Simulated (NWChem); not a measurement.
System: C2H3ClF2; SMILES CC(F)(F)Cl

Results from NWChem. Pople sets run with spherical d functions. Each level has its own optimisation; frequencies are unscaled.

```json
[
 {"level": "Hartree-Fock/STO-3G", "r C–C (Å)": "1.557", "r C–F (Å)": "1.365", "r C–Cl (Å)": "1.856", "highest harmonic frequency (cm⁻¹)": "3778", "lowest (cm⁻¹)": "194", "zero-point energy (kcal/mol)": "37.1", "dipole (D)": "2.55"},
 {"level": "Hartree-Fock/3-21G", "r C–C (Å)": "1.493", "r C–F (Å)": "1.352", "r C–Cl (Å)": "1.877", "highest harmonic frequency (cm⁻¹)": "3346", "lowest (cm⁻¹)": "267", "zero-point energy (kcal/mol)": "34.1", "dipole (D)": "3.05"},
 {"level": "Hartree-Fock/6-31G*", "r C–C (Å)": "1.504", "r C–F (Å)": "1.328", "r C–Cl (Å)": "1.774", "highest harmonic frequency (cm⁻¹)": "3338", "lowest (cm⁻¹)": "272", "zero-point energy (kcal/mol)": "34.4", "dipole (D)": "2.29"},
 {"level": "B3LYP/6-31G*", "r C–C (Å)": "1.509", "r C–F (Å)": "1.350", "r C–Cl (Å)": "1.815", "highest harmonic frequency (cm⁻¹)": "3182", "lowest (cm⁻¹)": "260", "zero-point energy (kcal/mol)": "32.0", "dipole (D)": "2.18"},
 {"level": "LDA (Slater exchange, VWN5)/def2-SVP", "r C–C (Å)": "1.491", "r C–F (Å)": "1.336", "r C–Cl (Å)": "1.787", "highest harmonic frequency (cm⁻¹)": "3121", "lowest (cm⁻¹)": "255", "zero-point energy (kcal/mol)": "31.0", "dipole (D)": "1.96"},
 {"level": "PBE/def2-SVP", "r C–C (Å)": "1.510", "r C–F (Å)": "1.355", "r C–Cl (Å)": "1.813", "highest harmonic frequency (cm⁻¹)": "3123", "lowest (cm⁻¹)": "251", "zero-point energy (kcal/mol)": "30.9", "dipole (D)": "2.00"},
 {"level": "BLYP/def2-SVP", "r C–C (Å)": "1.519", "r C–F (Å)": "1.362", "r C–Cl (Å)": "___", "highest harmonic frequency (cm⁻¹)": "___", "lowest (cm⁻¹)": "250", "zero-point energy (kcal/mol)": "30.6", "dipole (D)": "1.98"},
 {"level": "PBE0/def2-SVP", "r C–C (Å)": "1.501", "r C–F (Å)": "1.339", "r C–Cl (Å)": "1.787", "highest harmonic frequency (cm⁻¹)": "3214", "lowest (cm⁻¹)": "259", "zero-point energy (kcal/mol)": "32.1", "dipole (D)": "2.10"}
]
```

Problem. Fill in the missing entries.

Solution. 
- BLYP/def2-SVP, r C–Cl (Å): 1.833
- BLYP/def2-SVP, highest harmonic frequency (cm⁻¹): 3092
